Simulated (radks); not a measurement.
Task: The table gives one normalised radial function P(r) = r R(r) of Li+ in [He] (r in bohr). All-electron calculation, scalar-relativistic Kohn-Sham, LDA (Slater exchange, VWN5 correlation), spin-unpolarised, spherical densities, finite nucleus; Fermi nuclear charge, rms radius 2.444 fm. Program: a radial shooting solver on a logarithmic mesh with Libxc functionals.

r	P
0.02916	0.2456
0.03133	0.2622
0.03394	0.2819
0.03677	0.3028
0.03983	0.3250
0.04315	0.3486
0.04637	0.3711
0.05023	0.3974
0.05441	0.4251
0.05895	0.4544
0.06335	0.4819
0.06862	0.5140
0.07434	0.5474
0.08053	0.5822
0.08724	0.6183
0.09375	0.6519
0.1016	0.6901
0.11	0.7292
0.1192	0.7690
0.1291	0.8092
0.1387	0.8455
0.1503	0.8856
0.1628	0.9251
0.1764	0.9637
0.1911	1.0007
0.2053	1.0323
0.2224	1.0650
0.241	1.0946
0.261	1.1203
0.2828	1.1418
0.3039	1.1567
0.3292	1.1681
0.3566	1.1733
0.3863	1.1718
0.4185	1.1632
0.4497	1.1491
0.4872	1.1261
0.5278	1.0955
0.5717	1.0573
0.6193	1.0117
0.6656	0.9648
0.721	0.9067
0.781	0.8433
0.8461	0.7755
0.9093	0.7117
0.985	0.6390
1.067	0.5658
1.156	0.4934
1.252	0.4233
1.346	0.3633
1.458	0.3010
1.579	0.2444
1.711	0.1941
1.853	0.1505
1.991	0.1171
2.157	0.0864
2.337	0.0618

Which n and l does it have? It may be an empty orbital.

Result: n = 1, l = 0: the number of nodes gives n - l - 1 = 0, the rise at small r (about r^(l+1)) gives l, and the extent must fit the shell. The curve is that of 1s. 1s: eigenvalue -59.606 eV, 0 radial nodes, <r> = 0.585 bohr, 90 % of the charge inside 1.06 bohr.
